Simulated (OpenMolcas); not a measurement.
**How methods differ on GeSiH4O2 (SMILES [OH][Ge][O][SiH3])**

The species is GeSiH4O2 (8 atoms), meant as a singlet with charge 0. As SMILES, `[OH][Ge][O][SiH3]`. The coordinates come from a PBE0-D4/def2-TZVP relaxation. This is one conformer, not always the lowest.

```xyz
8

O     1.4101    2.5053    0.1495
Ge    1.6239    0.9026   -0.5814
O     0.0843    0.2002    0.0310
Si   -0.7151   -1.2291   -0.0566
H     0.5872    2.5773    0.6466
H    -2.0460   -1.0180   -0.6825
H     0.0486   -2.2147   -0.8727
H    -0.9008   -1.7808    1.3103
```

Quantity: the energy change with the Si4–H6 bond stretched from 1.486 to 2.674 Å, in eV. The values are calculated.

```json
{"level": "HF/def2-SVP (unrestricted)", "kind": "Hartree–Fock", "program": "OpenMolcas", "value (eV)": "3.77", "less CCSD(T)/def2-SVP": "+0.69"}
{"level": "SVWN5/def2-SVP (restricted)", "kind": "LDA", "program": "OpenMolcas", "value (eV)": "2.93", "less CCSD(T)/def2-SVP": "-0.15"}
{"level": "BLYP/def2-SVP (restricted)", "kind": "GGA", "program": "OpenMolcas", "value (eV)": "2.87", "less CCSD(T)/def2-SVP": "-0.21"}
{"level": "M06-L/def2-SVP (restricted)", "kind": "meta-GGA", "program": "OpenMolcas", "value (eV)": "3.24", "less CCSD(T)/def2-SVP": "+0.16"}
{"level": "B3LYP/def2-SVP (restricted)", "kind": "global hybrid", "program": "OpenMolcas", "value (eV)": "3.16", "less CCSD(T)/def2-SVP": "+0.08"}
{"level": "PBE0/def2-SVP (restricted)", "kind": "global hybrid", "program": "OpenMolcas", "value (eV)": "3.24", "less CCSD(T)/def2-SVP": "+0.16"}
{"level": "B2PLYP/def2-SVP (restricted)", "kind": "double hybrid", "program": "OpenMolcas", "value (eV)": "3.30", "less CCSD(T)/def2-SVP": "+0.22"}
{"level": "MP2/def2-SVP (restricted)", "kind": "perturbation theory", "program": "OpenMolcas", "value (eV)": "3.50", "less CCSD(T)/def2-SVP": "+0.42"}
{"level": "CCSD(T)/def2-SVP (Cholesky decomposition) (restricted)", "kind": "coupled cluster or CI", "program": "OpenMolcas", "value (eV)": "3.08", "less CCSD(T)/def2-SVP": "0.00"}
```

Differences are taken from CCSD(T)/def2-SVP (Cholesky decomposition) (restricted) for orientation; it has basis-set and higher-order errors of its own. At this stretch a single reference begins to fail. All-electron rows without a relativistic Hamiltonian named are non-relativistic. The first shape isn't each level's own minimum. The values span 2.87 to 3.77 eV. In the correlated wave-function rows the outer d shell of Ge is correlated, in sets not made for it.
